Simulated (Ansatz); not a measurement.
Molecule: sum formula H2SiO2Br2, charge 0, multiplicity 1. SMILES: O[Si](Br)(Br)O
Structure (B3LYP-D3(BJ)/def2-TZVP (Ansatz, a first-principles code) minimum search):
```xyz
7

Si    -0.6822     0.1277     0.1775
Br     0.0846    -0.4169    -1.8439
Br     1.0131     0.2050     1.5881
O     -1.4589     1.5539     0.0754
O     -1.7048    -0.9927     0.7472
H     -1.0319     2.2822    -0.3843
H     -2.5276    -1.1416     0.2711
```
Charge 0, spin multiplicity 1.

Parts of the frozen-core correlation energy in 6-31G (Ansatz, hartree). Frozen orbitals: 35; correlated occupied orbitals by spin: 16 and 16; virtual: 42 and 42. No spin-orbit coupling. No relativistic terms.

```tsv
term	value
reference (HF)	-5583.93845
MP2 opposite-spin	-0.27606
MP2 same-spin	(withheld)
CCSD correlation	(withheld)
(T)	(withheld)
T1 diagnostic	0.012
largest doubles amplitude	0.032
```

Question: What belongs in the gaps?

Answer: 
- MP2 same-spin, value: -0.09542
- CCSD correlation, value: -0.38837
- (T), value: -0.00773
